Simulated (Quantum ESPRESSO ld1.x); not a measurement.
All-electron atom: As IV in [Ar] 3d10 4s2 (the NIST ground configuration). Calculated with ld1.x of Quantum ESPRESSO 7.5: Dirac Kohn-Sham, PW91, spin-unpolarised, spherical densities, point nucleus.

Unscreened Slater integrals over Kohn-Sham orbitals (cm^-1). Large and small components are both included.

integral          value
F0(4s1/2,4s1/2)  113440
F0(4s1/2,3d5/2)  143370
G2(4s1/2,3d5/2)   14190
F0(4s1/2,3d3/2)  143480
G2(4s1/2,3d3/2)   14013
F0(4s1/2,3p3/2)  144690
G1(4s1/2,3p3/2)   10071
F0(4s1/2,3p1/2)  144950
G1(4s1/2,3p1/2)  9952.2
F0(3d5/2,3d5/2)  300190
F2(3d5/2,3d5/2)  141460
F4(3d5/2,3d5/2)   88522
F0(3d5/2,3d3/2)  301180
F2(3d5/2,3d3/2)  141900
G2(3d5/2,3d3/2)  141660
G4(3d5/2,3d3/2)   88653
F0(3d5/2,3p3/2)  308390
F2(3d5/2,3p3/2)  146980
G1(3d5/2,3p3/2)  179200
G3(3d5/2,3p3/2)  110150
F0(3d5/2,3p1/2)  311030
G3(3d5/2,3p1/2)  111260
F0(3d3/2,3d3/2)  302180
F2(3d3/2,3d3/2)  142350
F0(3d3/2,3p3/2)  309410
F2(3d3/2,3p3/2)  147370
G1(3d3/2,3p3/2)  179420
G3(3d3/2,3p3/2)  110310
F0(3d3/2,3p1/2)  312080
G1(3d3/2,3p1/2)  181840
F0(3p3/2,3p3/2)  319770
F2(3p3/2,3p3/2)  159920
F0(3p3/2,3p1/2)  322510
G2(3p3/2,3p1/2)  160990
F0(3p1/2,3p1/2)  325330
